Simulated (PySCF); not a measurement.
## Dipole moment and polarisability of `CN[SiH2]C1CC1`

Species: C₄H₁₁NSi.
SMILES with atom numbers: `[CH3:1][NH:2][SiH2:3][CH:4]1[CH2:5][CH2:6]1` (hydrogens: H7, H8, H9 on C1; H10 on N2; H11, H12 on Si3; H13 on C4; H14, H15 on C5; H16, H17 on C6)

Geometry (GFN2-xTB, Å), atoms numbered from 1 in this order:
```
atom  x, y, z in Å
C1     3.026    0.056   -0.078
N2     1.663    0.449    0.174
Si3    0.351   -0.656    0.091
C4    -1.164    0.327    0.601
C5    -2.253    0.620   -0.392
C6    -2.481   -0.385    0.686
H7     3.165   -0.962    0.281
H8     3.283    0.078   -1.143
H9     3.715    0.713    0.457
H10    1.498    1.411   -0.083
H11    0.112   -1.275   -1.228
H12    0.660   -1.724    1.050
H13   -1.008    1.093    1.352
H14   -2.768    1.568   -0.327
H15   -2.137    0.262   -1.404
H16   -2.512   -1.428    0.411
H17   -3.158   -0.133    1.490
```

Level: PBE0/def2-SVPD (PySCF), static field, nuclei fixed, core orbitals frozen in the response. The polarisability tensor in these axes (au):

```
x   97.97 -0.52 -0.89
y   -0.52 73.31 -1.01
z   -0.89 -1.01 70.94
```

**Question.** Give the principal values, the mean and the anisotropy Δα = √{½[(α1 − α2)² + (α2 − α3)² + (α1 − α3)²]}.

**Answer.** Principal values 70.54, 73.68 and 98.01 au; mean 80.74 au = 11.96 Å³ = 13.31 × 10⁻⁴⁰ C²·m²/J; Δα = 26.05 au (32 % of the mean).

**Question.** What is the dipole moment, and where does it point?

**Answer.** (0.12, 0.96, -0.35) D, 1.03 D in size, pointing from the negative to the positive side. Measured along this direction, the outermost atoms are H12 at the negative end and H10 at the positive end.

**Question.** What depolarisation ratio follows for Rayleigh scattering of linearly polarised light, taking the static tensor?

**Answer.** ρ = 3Δα²/(45ᾱ² + 4Δα²) = 2035.4/(293374 + 2713.9) = 0.00687.

**Question.** In TDDFT the mean static polarisability is Σ f/ω² over all singlet excitations (ω in hartree). How much of it do the 6 lowest give? Their energies (eV) and oscillator strengths: 5.79, 0.0047; 6.47, 0.0027; 6.81, 0.0059; 6.86, 0.0304; 7.34, 0.0038; 7.49, 0.0116.

**Answer.** They add up to 0.93 au, 1.2 % of the 80.74 au; the largest single term is 0.48 au, from the state at 6.86 eV. Terms in order: 0.10, 0.05, 0.09, 0.48, 0.05, 0.15 au. Higher excitations give the rest. The strengths listed sum to 0.059.

**Question.** What molar refraction does this α imply?

**Answer.** Lorentz–Lorenz: R = (4π/3)N_A α = 2.5225 cm³/(mol·Å³) × 11.96 Å³ = 30.2 cm³/mol, in the limit of long wavelengths.

Isolated species at its GFN2-xTB geometry (one conformer only).
